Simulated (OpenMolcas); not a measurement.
An atom or ion with 38 electrons was computed by SS-CASPT2, IPEA 0.25 Eh, imaginary shift 0.1 Eh with spin-orbit coupling (OpenMolcas, ANO-RCC-VQZP, DKH2). The lowest levels that the run gave, each within 12 % of the measured value where one is at hand:

```tsv
J	Parity	E (cm-1)	g
0	even	0.0	
0	odd	13920	
1	odd	14020	1.501
2	odd	14210	1.501
1	even	18650	0.499
2	even	18720	1.167
3	even	18820	1.334
2	even	21080	1.000
1	odd	21210	1.000
2	odd	33250	0.676
3	odd	33450	1.084
4	odd	33700	1.251
```

Which ion is it, and what are the configurations and terms?

Sr I (Z = 38, neutral; active space 2 electrons in 9 orbitals (4d 5s 5p)). J, parity and g give the terms where levels are pure, and mixed ones are named by the computed weights; the size of the splittings, set against known spectra of the 38-electron sequence, gives the charge. In order, with the measured energies in cm-1 (NIST Handbook of Basic Atomic Spectroscopic Data): 5s2 1S0, 5s 5p 3P* 0 (14318), 5s 5p 3P* 1 (14504), 5s 5p 3P* 2 (14899), 4d 5s 3D1 (18159), 4d 5s 3D2 (18219), 4d 5s 3D3 (18319), 4d 5s 1D2 (20150), 5s 5p 1P* 1 (21698), 4d 5p 3F* 2 (33267), 4d 5p 3F* 3 (33590), 4d 5p 3F* 4 (33919).

Term energies are means over components that CASPT2 splits; among the terms shown or strongly mixed into the levels shown the widest spread is 140 cm-1 (4d 5p 3F*). Some high roots are left out of the spin-orbit mixing, which shifts the levels that they would mix with. A single d shell beside an s shell can misplace configurations of different d count against each other. Measured partners are found by configuration, term and J. A level has none where our copy of the source lacks it or the pairing is in doubt (some pairs that miss far off the trend of their configuration count as doubtful), and it then counts in no deviation. Only configurations of the active space appear.

* marks odd parity.
